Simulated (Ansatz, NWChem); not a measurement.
**The same job for Ansatz**

NWChem 7.3.0 runs this on AlI (iodoaluminum):

job.xyz:
```
2

Al     0.000000     0.000000    -3.044498
I      0.000000     0.000000     2.537102
```

job.nw:
```
start job
memory 2200 mb

geometry units angstrom noautosym nocenter noautoz
   load job.xyz
end

basis "ao basis" spherical bse
   * library def2-TZVPPD
end

ecp bse
   I library def2-TZVPPD
end

dft
   xc wb97x
   mult 1
   grid fine
   convergence energy 1e-08
   iterations 100
   mulliken
end

task dft
```

```bash
$ nwchem job.nw > job.out
```

The Al1–I2 distance was set to 5.582 Å, away from the relaxed value.

A bond is far stretched, where a restricted reference may be unsound.

It gives a total energy of -540.086721 Eh.

Task: How is this level of theory, on these atoms, set up in Ansatz 0.2.0 as an input file of the program's own?

Result: One way, which was run:

input.yaml:
```yaml
crystal:
  periodic: [false, false, false]
  atoms:
    - {symbol: Al, position_ang: [0.000000, 0.000000, -3.044498]}
    - {symbol: I, position_ang: [0.000000, 0.000000, 2.537102]}
basis:
  gaussian:
    orbitals: def2-TZVPPD.json
magnetization:
  spin_polarized: false
hamiltonian:
  xc: {name: wB97X}
accuracy: high
output: {orbitals: {seedname: orbitals}}
```

```bash
$ ansatz run input.yaml --threads 1 --pin off --max-ram 3480MiB --events-out events.jsonl --progress --plain --runs-dir runs
```

(Basis files named in the input come from the Basis Set Exchange and aren't shown.)

Its energy is -540.086740 Eh, 0.019 mEh from the first.
